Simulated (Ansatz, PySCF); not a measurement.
Reaction (SMILES): [F][In][F] → [F][In][F] as singlet, charge +1 + e-
Geometries: B3LYP-D3(BJ)/def2-TZVP minima from Ansatz (a program for electronic structure). A spin state is the lowest found, not a proven ground state.

Quantity: adiabatic ionisation energy (electronic energy difference), in eV. Valence correlation only, unless marked. Open shells are spin-unrestricted. Spin-orbit coupling is left out. Frozen are the shells of the preceding noble gas and the d and f shells that filled before the atom's block. Past Kr the def2 sets carry scalar-relativistic core potentials. Basis-set limits of correlation are two-point, X^-3; Hartree-Fock from the larger set.

| level | program | adiabatic ionisation energy (eV) |
|---|---|---|
| HF/def2-TZVPD | PySCF | 8.56 |
| SVWN5/def2-TZVPD | Ansatz | 9.14 |
| B97M-V/def2-TZVPD | Ansatz | 8.90 |
| PBE0/def2-TZVP | Ansatz | 9.00 |
| r2SCANh-D4/def2-TZVPD | Ansatz + dftd4 | 9.10 |
| r2SCAN0/def2-TZVPD | Ansatz | 9.11 |
| LC-wPBE-D3(BJ)/def2-TZVPD | Ansatz + dftd3 | 9.04 |
| SCS-MP2/def2-TZVPPD | Ansatz | 8.61 |
| CCSD/CBS(def2-TZVPP,def2-QZVPP) | Ansatz | 8.75 |
| CCSD(T)/CBS(def2-TZVPP,def2-QZVPP) | Ansatz | 8.76 |
